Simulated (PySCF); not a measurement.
Computed with PBE0/pcSseg-1 in PySCF (dipole) on a GFN2-xTB geometry, gas phase. Rigid rotors, one computed conformer each.

Species:
1. `[SiH3:1][O:2][CH2:3][SiH:4]1[SiH2:5][SiH2:6][SiH2:7]1` with Si1–O2–C3–Si4 180°, O2–C3–Si4–Si5 -47°, C3–Si4–Si5–Si6 96°, Si4–Si5–Si6–Si7 7°, Si5–Si6–Si7–Si4 -7°, C3–Si4–Si7–Si6 -97°
2. `[Cl:1][CH:2]([Cl:3])[C@@H:4]1[CH2:5][SiH2:6][O:7][Si@@H:8]1[Cl:9]` with Cl1–C2–C4–C5 176°, C2–C4–C5–Si6 -157°, C4–C5–Si6–O7 24°, C5–Si6–O7–Si8 -6°, Si6–O7–Si8–Cl9 106°
3. `[CH2:1]=[CH:2][O:3][C:4](=[O:5])/[CH:6]=[CH:7]\[O:8][CH:9]([F:10])[F:11]` with C1–C2–O3–C4 -5°, C2–O3–C4–O5 -3°, O3–C4–C6–C7 -153°, C6–C7–O8–C9 9°, C7–O8–C9–F10 172°
4. `[SiH3:1][Si:2]1([SiH3:3])[CH2:4][O:5][SiH2:6][SiH2:7]1` with Si1–Si2–C4–O5 88°, Si2–C4–O5–Si6 44°, C4–O5–Si6–Si7 -30°, O5–Si6–Si7–Si2 4°

Rotational constants (MHz) and dipole components (D):

```tsv
set	A	B	C	μa	μb	μc
P	1249	709.6	683.0	1.27	0.88	0.00
Q	2217	647.5	549.5	1.81	2.04	0.06
R	1219	688.2	600.2	0.26	0.63	0.34
S	973.6	581.0	410.6	1.02	1.91	0.19
```

Question: Which set belongs to which species?

Answer: P = 1, Q = 3, R = 4, S = 2.

- 1 (set P): mass 180.0 u, 7 heavy atoms, longest extent 7.2 Å, Cs, near-prolate asymmetric top, Ia, Ib, Ic = 404.7, 712.2, 739.9 u·Å².
- 2 (set S): mass 219.9 u, 9 heavy atoms, longest extent 6.4 Å, C1, asymmetric top, Ia, Ib, Ic = 519.1, 869.8, 1230.8 u·Å².
- 3 (set Q): mass 164.0 u, 11 heavy atoms, longest extent 7.5 Å, C1, asymmetric top, Ia, Ib, Ic = 227.9, 780.5, 919.8 u·Å².
- 4 (set R): mass 180.0 u, 7 heavy atoms, longest extent 7.4 Å, C1, asymmetric top, Ia, Ib, Ic = 414.5, 734.4, 842.0 u·Å².

Each constant is 505379 MHz·u·Å² over a principal moment. Point groups hold within 0.08 Å; constants that symmetry makes equal can differ a little in the computed geometry, and forbidden dipole components can keep a residue. No structure here is proved a minimum.
